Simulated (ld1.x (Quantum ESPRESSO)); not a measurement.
**Pd: variants of one PAW potential**

Base potential:

```json
{
  "Element": "Pd",
  "Generator": "ld1.x (Quantum ESPRESSO) 7.5",
  "Type": "PAW",
  "Functional": "Wu–Cohen",
  "Relativity": "fully relativistic",
  "Frozen core": "[Kr]",
  "Valence charge": "10",
  "Reference configuration": "4d9.75 5s0 5p0 (charge +0.25)",
  "Partial waves": "5s (bound, empty): rcut 1.40, rcutus 1.85 bohr; 5s channel at 0.05 Ry: rcut 1.40, rcutus 1.85 bohr; 5p (bound, empty): rcut 2.30, rcutus 3.05 bohr; 5p channel at 1.4 Ry: rcut 2.30, rcutus 3.05 bohr; 4d (bound): rcut 1.55, rcutus 2.00 bohr; 4d channel at 2.4 Ry: rcut 1.55, rcutus 2.00 bohr",
  "Local potential": "all-electron potential smoothed inside 2.10 bohr (lloc = -2)",
  "Core correction": "Bessel-smoothed model core inside 1.55 bohr",
  "Augmentation charge": "BESSEL, radius 1.55 bohr"
}
```

Open shells are filled in proportion to 2j + 1 (rel_dist='average').

All-electron outer shells of the reference configuration (Wu–Cohen, scalar-relativistic, ld1.x):

```csv
shell,level (eV),outermost node (bohr),outermost maximum (bohr)
4s,-87.84,0.45,0.85
4p,-53.70,0.46,0.91
4d,-6.44,0.45,1.10
5s,-5.03,1.15,2.58
5p,-1.44,1.31,3.89
```

Cutoffs, loose and tight: the cutoffs (Ry, on a coarse ladder) from which the occupation-weighted sum of valence levels, in a spherical-Bessel basis at the reference potential, stays within 10 and 1 mRy of its value at 400 Ry. They do not see the model core or the augmentation charge, which bear on the density cutoff. Test errors are all-electron minus pseudo excitation energies from the reference, over the configurations 4d10 5s0 5p0; 4d9 5s0 5p0; 4d8 5s0 5p0; 4d8 5s1 5p0; 4d7 5s0 5p0; 4d9 5s0 5p1; 4d9.5 5s0 5p0. A dash means not determined; rows that change the core or the reference have their own tests. The largest error is taken over the tests solved by every variant that gives reliable tests at all: 4d10 5s0 5p0; 4d7 5s0 5p0; 4d8 5s0 5p0; 4d9 5s0 5p0; 4d9 5s0 5p1; 4d9.5 5s0 5p0.

Cutoffs are not given where the Bessel-basis levels miss the radial ones by over 6 mRy, ghosts where they miss by over 20 mRy; a channel whose overlap is not positive is not tested.

| change | outcome | bound ghosts | largest test error (meV) |
| --- | --- | --- | --- |
| base | generated | not determined | -524 |
| all radii but the core radius scaled by about 0.80 (s 1.48, p 2.42, d 1.60 bohr, rcut 1.12/1.84/1.24); local potential all-electron potential smoothed inside 1.68 bohr (lloc = -2); augmentation BESSEL, radius 1.24 bohr | generated | not determined | -526 |
| all radii but the core radius scaled by about 0.85 (s 1.56, p 2.58, d 1.70 bohr, rcut 1.18/1.96/1.32); local potential all-electron potential smoothed inside 1.78 bohr (lloc = -2); augmentation BESSEL, radius 1.32 bohr | generated | not determined | -526 |
| all radii but the core radius scaled by about 1.09 (s 2.02, p 3.32, d 2.18 bohr, rcut 1.52/2.50/1.68); local potential all-electron potential smoothed inside 2.28 bohr (lloc = -2); augmentation BESSEL, radius 1.68 bohr | generated | not determined | -527 |
| all radii but the core radius scaled by about 1.19 (s 2.20, p 3.62, d 2.38 bohr, rcut 1.66/2.72/1.84); local potential all-electron potential smoothed inside 2.50 bohr (lloc = -2); augmentation BESSEL, radius 1.84 bohr | generated | not determined | -528 |
| all radii but the core radius scaled by about 1.29 (s 2.38, p 3.94, d 2.58 bohr, rcut 1.80/2.96/2.00); local potential all-electron potential smoothed inside 2.70 bohr (lloc = -2); augmentation BESSEL, radius 2.00 bohr | generated | not determined | -530 |
| all radii but the core radius scaled by about 1.38 (s 2.56, p 4.20, d 2.76 bohr, rcut 1.94/3.18/2.14); local potential all-electron potential smoothed inside 2.90 bohr (lloc = -2); augmentation BESSEL, radius 2.14 bohr | generated | not determined | -533 |
